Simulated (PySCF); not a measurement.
# Computed NMR parameters against published values

Atom-mapped SMILES (the numbers label the heavy atoms): `[CH2:1]=[CH:2][c:3]1[cH:4][cH:5][cH:6][cH:7][cH:8]1` (H(Xn): hydrogen on atom n). Ha(C1) is cis to C3; Hb(C1) is trans to C3.

Published estimates (parent shift plus substituent increments) and measurements: δ 13C C3 138.0; C5/C7 128.7; C6 128.0; C4/C8 126.5 ppm (estimated from measurements, as parent shift plus tabulated substituent increment; solution, neat; Levy, Lichter, Nelson pp. 111-112; Breitmaier, Voelter pp. 256-258, as tabulated by Wired Chemist).
δ 1H H(C2) 6.72; Ha(C1) 5.72; Hb(C1) 5.20 ppm (measured; solution, not stated per compound (mostly CDCl3 or CCl4); Pretsch, Buehlmann, Badertscher, Structure Determination of Organic Compounds, 4th ed. (2009)).

PySCF 2.14.0 with density-fitted response routines calculation with GFN2-xTB geometry and PBE0/pcSseg-1 with gauge-including orbitals; rapidly exchanging positions averaged, a single conformation, isolated molecule, no relativistic terms.

(1) Set the calculated values beside the experiment.

(2) How far are the unscaled 13C shifts from the references?

(3) How far are the unscaled 1H shifts from the references?

## Answers

(1) 
Reference values: estimated from measurements, as parent shift plus tabulated substituent increment (solution, neat; Levy, Lichter, Nelson pp. 111-112; Breitmaier, Voelter pp. 256-258, as tabulated by Wired Chemist).
```
atoms  quantity  reference  computed  computed, scaled
   C3     δ 13C      138.0     141.6             136.3
C5/C7     δ 13C      128.7     134.2             129.0
   C6     δ 13C      128.0     133.7             128.6
C4/C8     δ 13C      126.5     131.9             126.8
```

Reference values: measured (solution, not stated per compound (mostly CDCl3 or CCl4); Pretsch, Buehlmann, Badertscher, Structure Determination of Organic Compounds, 4th ed. (2009)).
```json
{"atoms": "H(C2)", "quantity": "δ 1H", "reference": "6.72", "computed": "6.83", "computed, scaled": "6.55"}
{"atoms": "Ha(C1)", "quantity": "δ 1H", "reference": "5.72", "computed": "6.29", "computed, scaled": "6.04"}
{"atoms": "Hb(C1)", "quantity": "δ 1H", "reference": "5.20", "computed": "5.62", "computed, scaled": "5.40"}
```

Computed shifts are σ(ref) − σ with the named reference compound (TMS for H and C) calculated as an isolated molecule at the same level. The measured values may be among those fitted. Empirical linear scaling, fitted to shifts measured mostly in CDCl3 for H and C (δ vs TMS): 1H: δ = 30.01 − 0.943σ (rms 0.16 ppm, 131 shifts, 0.17 ppm with the 2 outliers that the fit left out); 13C: δ = 180.61 − 0.978σ (rms 2.1 ppm, 210 shifts, 2.3 ppm with the 2 outliers that the fit left out). A few per cent of atoms miss by over 2 rms, more outside the fitted compound classes.

(2) Mean signed difference +5.05 ppm, mean absolute 5.05 ppm over 4 comparisons; the largest is +5.7 ppm at C6 (aromatic CH).

(3) Mean signed difference +0.37 ppm, mean absolute 0.37 ppm over 3 comparisons; the largest is +0.57 ppm at Ha(C1) (hydrogen on a terminal =CH2 carbon).

7 of the 16 published NMR values on file for this molecule are compared. The rest: values from further sources.

The carbons averaged at δ 131.9 differ by 8 ppm in this conformer.
